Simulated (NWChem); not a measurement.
SiHI2F; SMILES F[SiH](I)I

def2 effective core potentials on I; no spin-orbit coupling.

Q: Give the equilibrium geometry at PBE-D3(BJ)/def2-SVP with def2 effective core potentials on I (NWChem) as a Z-matrix, with the point group.

A: point group Cs; any orientation.
```
Si
F 1 1.6313
H 1 1.4933 2 108.37
I 1 2.4436 3 109.83 2 118.30
I 1 2.4436 3 109.83 2 -118.30
```
